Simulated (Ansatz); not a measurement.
input.yaml

```yaml
crystal:
  periodic: [false, false, false]
  atoms:
    - { symbol: B, position_ang: [0.1211, -2.8008, 0.2065] }
    - { symbol: "N", position_ang: [0.3609, -1.3571, 0.7198] }
    - { symbol: P, position_ang: [-0.4958, -0.1583, -0.3596] }
    - { symbol: O, position_ang: [0.8747, -0.128, -1.5514] }
    - { symbol: "N", position_ang: [0.1577, 1.2678, 0.5296] }
    - { symbol: Al, position_ang: [-0.5586, 2.8389, -0.32] }
    - { symbol: H, position_ang: [-0.5198, -2.9305, -0.7944] }
    - { symbol: H, position_ang: [0.5329, -3.6776, 0.7678] }
    - { symbol: H, position_ang: [-0.0848, -1.2745, 1.7019] }
    - { symbol: H, position_ang: [-1.561, -0.29877, -1.25716] }
    - { symbol: H, position_ang: [-0.2841, 1.2544, 1.5202] }
    - { symbol: H, position_ang: [0.4457, 3.9492, -0.8755] }
    - { symbol: H, position_ang: [-2.1874, 3.0145, -0.4958] }
basis:
  gaussian: { orbitals: def2-SVP }
hamiltonian:
  xc: { name: BHLYP }
  dispersion: d4
relax:
  f_tol: 0.02
  max_steps: 50
```

Command:

```bash
$ ansatz run input.yaml --threads 2 --pin off --max-ram 3072MiB --backend cpu --events-out ev --progress --plain --runs-dir out
```

Hardware: 2 threads of Intel(R) Xeon(R) Platinum 8259CL CPU @ 2.50GHz (Skylake/Cascade Lake) (shared host).

Task: Roughly how long does this run take, and how much memory?

Result: 2.5 min, with a peak of 0.34 GiB, for 25 ionic steps.
